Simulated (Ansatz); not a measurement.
Cartesian coordinates in Å:
```
C -1.465 0.612 -1.740
Ti -0.767 -0.934 -0.578
F -0.491 -1.959 -1.988
Cl -2.412 -1.957 0.478
O -0.615 0.517 0.847
C 0.323 0.925 1.574
C 1.623 0.423 1.543
C 1.937 -0.611 0.684
O 1.133 -1.165 -0.129
H -2.023 0.177 -2.571
H -0.579 1.133 -2.122
H -2.080 1.297 -1.158
H 0.081 1.729 2.279
H 2.379 0.827 2.201
H 2.955 -1.013 0.681
```

The species carries charge 0 and has multiplicity 1.

Question: List the PBE/def2-TZVPP orbital energies in eV (the Gaussian-basis code of Ansatz). (An estimate is asked.)

Answer: Ansatz gave: Occupied: -4836.96, -2738.46, -659.26, -531.43, -511.54, -511.40, -443.99, -443.96, -443.91, -271.91, -271.90, -269.67, -268.34, -249.05, -189.67, -189.62, -189.60, -61.72, -39.06, -38.80, -38.57, -27.85, -27.24, -26.77, -20.02, -19.50, -16.83, -16.55, -14.66, -13.51, -12.92, -11.64, -11.38, -11.10, -10.50, -10.09, -9.92, -9.83, -9.58, -9.11, -8.69, -8.37, -7.83, -7.63, -7.11, -6.94, -6.59. Lowest empty: -3.56, -3.15, -3.06, -2.71, -2.08, -0.50, -0.23, 0.24.
